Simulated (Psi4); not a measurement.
Cl4MoO, charge -1, sextet, at a GFN2-xTB geometry of the parent state (such geometries of metal compounds can be far from the true shape) (the multiplicity is a formal guess) (core potentials on Mo) (a gas-phase anion, which may not be bound at this level); PBE0/def2-SV(P) run with Psi4.

The Psi4 input:
```
memory 2 GB

molecule {
-1 6
Mo    0.18481073   -0.20270312    0.16350579
O     1.13513898   -1.24503705    1.00428040
Cl   -1.22859589   -1.44997129   -1.24480088
Cl    0.73320875    1.99331915    0.80652187
Cl    1.28485643    0.36301879   -1.83813904
Cl   -1.78024356    0.18032907    1.39986003
}

set {
  basis def2-sv(p)
  reference uks
}

energy('pbe0')
print_variables()
```

What the program printed (banner, timings and long lists left out):

```
   => Loading Basis Set <=

    Name: DEF2-SV(P)
    Role: ORBITAL
    Keyword: BASIS

    !!!  WARNING: ECP capability is in beta. Please check occupations closely.  !!!

         ---------------------------------------------------------
                                   SCF
               by Justin Turney, Rob Parrish, Andy Simmonett
                          and Daniel G. A. Smith
                              UKS Reference
         ---------------------------------------------------------

  ==> Geometry <==

    Molecular point group: c1
    Full point group: C1

    Geometry (in Angstrom), charge = -1, multiplicity = 6:

       Center              X                  Y                   Z               Mass
    ------------   -----------------  -----------------  -----------------  -----------------
         MO           0.178489475748    -0.195769873110     0.157913247550    97.905404820000
         O            1.128817725748    -1.238103803110     0.998687857550    15.994914619570
         CL          -1.234917144252    -1.443038043110    -1.250393422450    34.968852682000
         CL           0.726887495748     2.000252396890     0.800929327550    34.968852682000
         CL           1.278535175748     0.369952036890    -1.843731582450    34.968852682000
         CL          -1.786564814252     0.187262316890     1.394267487550    34.968852682000

  Running in c1 symmetry.

  Rotational constants: A =      0.03786  B =      0.03786  C =      0.02421 [cm^-1]
  Rotational constants: A =   1134.97562  B =   1134.97562  C =    725.77560 [MHz]
  Nuclear repulsion =  600.657813688089504

  Charge       = -1
  Multiplicity = 6
  Electrons    = 91
  Nalpha       = 48
  Nbeta        = 43

  ==> Algorithm <==

  SCF Algorithm Type is DF.
  DIIS enabled.
  MOM disabled.
  Fractional occupation disabled.
  Guess Type is SAD.
  Energy threshold   = 1.00e-06
  Density threshold  = 1.00e-06
  Integral threshold = 1.00e-12

  ==> Primary Basis <==

  Basis Set: DEF2-SV(P)
    Blend: DEF2-SV(P)
    Number of shells: 48
    Number of basis functions: 110
    Number of Cartesian functions: 117
    Spherical Harmonics?: true
    Max angular momentum: 2

  Core potential: DEF2-SV(P)
    Number of shells: 4
    Number of ECP primitives: 14
    Number of ECP core electrons: 28
    Max angular momentum: 3

  ==> DFT Potential <==

   => LibXC <=

    Version 7.1.2
    S. Lehtola, C. Steigemann, M. J. T. Oliveira, and M. A. L. Marques,  SoftwareX 7, 1–5 (2018) (10.1016/j.softx.2017.11.002)

   => Composite Functional: PBE0 <=

    PBE0 Hyb-GGA Exchange-Correlation Functional

    C. Adamo and V. Barone,  J. Chem. Phys. 110, 6158 (1999) (10.1063/1.478522)
    M. Ernzerhof and G. E. Scuseria,  J. Chem. Phys. 110, 5029 (1999) (10.1063/1.478401)

    Deriv               =              1
    GGA                 =           TRUE
    Meta                =          FALSE

    Exchange Hybrid     =           TRUE
    MP2 Hybrid          =          FALSE

   => Exchange Functionals <=

    0.7500   Perdew, Burke & Ernzerhof

   => Exact (HF) Exchange <=

    0.2500               HF

   => Correlation Functionals <=

    1.0000   Perdew, Burke & Ernzerhof

   => LibXC Density Thresholds  <==

    XC_HYB_GGA_XC_PBEH:  1.00E-15

   => Molecular Quadrature <=

    Radial Scheme          =       TREUTLER
    Pruning Scheme         =           NONE
    Nuclear Scheme         =       TREUTLER

    Blocking Scheme        =         OCTREE
    BS radius alpha        =              1
    Pruning alpha          =              1
    Radial Points          =             75
    Spherical Points       =            302
    Total Points           =         129474
    Total Blocks           =           1091
    Max Points             =            256
    Max Functions          =             98
    Weights Tolerance      =       1.00E-15

   => Loading Basis Set <=

    Name: (DEF2-SV(P) AUX)
    Role: JKFIT
    Keyword: DF_BASIS_SCF

  ==> Integral Setup <==

  SCF_SUBTYPE=INCORE selected. In-core MEM_DF algorithm will be used.
  Using in-core AOs.

  ==> MemDFJK: Density-Fitted J/K Matrices <==

    J tasked:                   Yes
    K tasked:                   Yes
    wK tasked:                   No
    Algorithm:                 Core
    Schwarz Cutoff:           1E-12
    Mask sparsity (%):       7.5868
    Fitting Condition:        1E-10

   => Auxiliary Basis Set <=

  Basis Set: (DEF2-SV(P) AUX)
    Blend: DEF2-UNIVERSAL-JKFIT
    Number of shells: 226
    Number of basis functions: 844
    Number of Cartesian functions: 1097
    Spherical Harmonics?: true
    Max angular momentum: 6

  Minimum eigenvalue in the overlap matrix is 8.5972382167E-03.
  Reciprocal condition number of the overlap matrix is 2.1768499906E-03.
    Using symmetric orthogonalization.

  ==> Pre-Iterations <==

  SCF Guess: Superposition of Atomic Densities via on-the-fly atomic UHF (no occupation information).

   -------------------------
    Irrep   Nso     Nmo
   -------------------------
     A        110     110
   -------------------------
    Total     110     110
   -------------------------

  ==> Iterations <==

                           Total Energy        Delta E     RMS |[F,P]|

   @DF-UKS iter SAD: -1982.32411011971908   -1.98232e+03   0.00000e+00
   @DF-UKS iter   1: -1982.37637647151155   -5.22664e-02   9.27839e-03 DIIS/ADIIS
   @DF-UKS iter   2: -1976.27547091450992    6.10091e+00   2.40594e-02 DIIS/ADIIS
   @DF-UKS iter   3: -1982.77385883861916   -6.49839e+00   2.98350e-03 DIIS/ADIIS
   @DF-UKS iter   4: -1982.38953730840512    3.84322e-01   7.85965e-03 DIIS/ADIIS
   @DF-UKS iter   5: -1982.85235918111243   -4.62822e-01   1.40812e-03 DIIS/ADIIS
   @DF-UKS iter   6: -1982.85855195596241   -6.19277e-03   1.49085e-03 DIIS/ADIIS
   @DF-UKS iter   7: -1982.87297754891256   -1.44256e-02   1.02368e-03 DIIS/ADIIS
   @DF-UKS iter   8: -1982.87419827981284   -1.22073e-03   1.04452e-03 DIIS/ADIIS
   @DF-UKS iter   9: -1982.87475878911164   -5.60509e-04   1.03511e-03 DIIS/ADIIS
   @DF-UKS iter  10: -1982.87649921054503   -1.74042e-03   9.27812e-04 DIIS/ADIIS
   @DF-UKS iter  11: -1982.88150618607392   -5.00698e-03   4.04912e-04 DIIS/ADIIS
   @DF-UKS iter  12: -1982.88253055311884   -1.02437e-03   1.28099e-04 DIIS/ADIIS
   @DF-UKS iter  13: -1982.88260497243618   -7.44193e-05   7.82852e-05 DIIS
   @DF-UKS iter  14: -1982.88265318068852   -4.82083e-05   1.31732e-05 DIIS
   @DF-UKS iter  15: -1982.88265682143219   -3.64074e-06   7.78564e-06 DIIS
   @DF-UKS iter  16: -1982.88265909186862   -2.27044e-06   3.77278e-06 DIIS
   @DF-UKS iter  17: -1982.88266014261194   -1.05074e-06   3.21573e-06 DIIS
   @DF-UKS iter  18: -1982.88266043733734   -2.94725e-07   2.58270e-06 DIIS
   @DF-UKS iter  19: -1982.88266086736485   -4.30028e-07   1.16810e-06 DIIS
   @DF-UKS iter  20: -1982.88266099145198   -1.24087e-07   1.04650e-06 DIIS
   @DF-UKS iter  21: -1982.88266118202409   -1.90572e-07   9.57480e-07 DIIS
  Energy and wave function converged.

  ==> Post-Iterations <==

   Electrons on quadrature grid:
      Nalpha   =   48.0000183131 ; deviation = 1.831e-05
      Nbeta    =   43.0000110751 ; deviation = 1.108e-05
      Ntotal   =   91.0000293881 ; deviation = 2.939e-05

   @Spin Contamination Metric:   1.417000579E-02
   @S^2 Expected:                8.750000000E+00
   @S^2 Observed:                8.764170006E+00
   @S   Expected:                2.500000000E+00
   @S   Observed:                2.500000000E+00

    Orbital Energies [Eh]
    ---------------------

    Alpha Occupied:

[...]
    Alpha Virtual:

[...]
    Beta Occupied:

[...]
      43A     -0.133229

    Beta Virtual:

[...]
     110A     39.792853

    Final Occupation by Irrep:
              A
    DOCC [    43 ]
    SOCC [     5 ]
    NA   [    48 ]
    NB   [    43 ]

  @DF-UKS Final Energy: -1982.88266118202409

   => Energetics <=

    Nuclear Repulsion Energy =            600.6578136880895045
    One-Electron Energy =               -3976.6939265557166436
    Two-Electron Energy =                1490.8749915792636784
    DFT Exchange-Correlation Energy =     -97.7215398936606334
    Empirical Dispersion Energy =           0.0000000000000000
    VV10 Nonlocal Energy =                  0.0000000000000000
    Total Energy =                      -1982.8826611820240942

  UHF NO Occupations:
  HONO-2 :   46  A 1.0000000
  HONO-1 :   47  A 1.0000000
  HONO-0 :   48  A 1.0000000
  LUNO+0 :   49  A 0.0016403
  LUNO+1 :   50  A 0.0010679
  LUNO+2 :   51  A 0.0010426
  LUNO+3 :   52  A 0.0006729

Computation Completed

Properties will be evaluated at   0.000000,   0.000000,   0.000000 [a0]

Properties computed using the SCF density matrix

 Multipole Moments:

 ------------------------------------------------------------------------------------
     Multipole            Electronic (a.u.)      Nuclear  (a.u.)        Total (a.u.)
 ------------------------------------------------------------------------------------

 L = 1.  Multiply by 2.5417464519 to convert [e a0] to [Debye]
 Dipole X            :         10.7991928          -10.8538563           -0.0546636
 Dipole Y            :        -11.8446921           11.9046687            0.0599766
 Dipole Z            :          9.5541983           -9.6026261           -0.0484278
 Magnitude           :                                                    0.0945016

 ------------------------------------------------------------------------------------

  Variable Map:
  ----------------------------------------------------------------------------
[...]
  Array Variable Map:
  ----------------------------------------------------------------------------
[...]
[...]
```
